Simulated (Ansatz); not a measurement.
A structure relaxed at PBE-D4/def2-SVPD in Ansatz, charge -1, doublet:

```xyz
6

Si   -0.329    2.042   -0.091
Si   -0.043   -1.308   -2.223
Si    0.112    0.131    1.184
Se    0.369    0.021    3.335
Se   -0.403    1.001   -2.186
Se    0.294   -1.885   -0.019
```

Task: Give its formula and point group.

Result: the cluster Si3Se3⁻. Point group Cs (tolerance 0.1 Å).

Task: Summarise the bond lengths by kind (pairs closer than 1.2 times the sum of covalent radii, bridged metal pairs left out).

Result: 5 × Se–Si 2.17 to 2.35 Å; 1 × Si–Si 2.34 Å.

The structure comes from a short search, and lower isomers may exist.
